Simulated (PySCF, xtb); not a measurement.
Ge(Br)(OMe) (CH3BrGeO), SMILES [Br][Ge][O]C (connectivity only; charge and spin as stated), neutral, multiplicity 1.

GFN2-xTB (xtb 6.7.1) at its own geometry gives an orbital gap of 4.00 eV and a dipole moment of 5.75 D.

Geometry: PBE0-D3(BJ)/def2-SVP. The structure was generated by enumeration; whether it is a known compound was not checked. The values are those of a single conformer.

**Question.** What does HF/def2-TZVP (PySCF) give? (An estimate is asked for; the answer gives what the named calculation found.)

**Answer.** gap 10.79 eV (levels -10.13 and 0.66 eV), dipole 1.44 D.
